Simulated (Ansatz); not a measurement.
Two isomers of C4H3F7: A = `FC(F)CC(F)(F)C(F)(F)F`, B = `FC(F)C(F)(C(F)F)C(F)F`.

Computed with Ansatz on PBE0-D4/def2-TZVP structures; ΔE is electronic, products minus reactants. CCSD(T)/CBS is the MP2 limit (def2-TZVPP, def2-QZVPP) plus CCSD(T) − MP2 in def2-TZVPP, frozen cores. DFT in def2-TZVPP. B3LYP here is the variant with VWN-RPA as its local correlation; programs differ in this. Each species was taken in one conformer, which may not be the lowest.

Which isomer does CCSD(T)/CBS put lower? Give the gap. (Estimate.)

Ansatz gave: A, by 82.4 kJ/mol.

Give E(B) − E(A) in kJ/mol with PBE-D4, LDA (SPW92), CCSD(T)/def2-TZVPP, B2PLYP, ωB97M-V, B3LYP-D4, CCSD(T)/def2-SVP. (Estimate.)

Ansatz gave: PBE-D4 83.1, LDA (SPW92) 90.4, CCSD(T)/def2-TZVPP 82.1, B2PLYP 82.7, ωB97M-V 85.0, B3LYP-D4 80.0, CCSD(T)/def2-SVP 91.0. None reverses the order clearly.

Does the order hold for the free energy at 298.15 K (harmonic terms from PBE0-D4)? (Estimate.)

Computed: Yes: G(B) − G(A) = +83.7 kJ/mol, for one conformer each. Modes under 60 cm⁻¹, often nearly free rotors, make the harmonic entropy too high.

Largest T1 diagnostic: 0.012.

Leaving LDA and LC-ωPBE aside and taking each functional with its dispersion term where it has one, the values, not all of them listed here, spread over 14.1 kJ/mol, from BLYP-D4 to r2SCAN0-D4. LDA lies +6.4 kJ/mol from PBE without D4. From BLYP to BHLYP (50 % exact exchange), in def2-TZVPP and without D4, E(B) − E(A) moves by +6.1 kJ/mol.
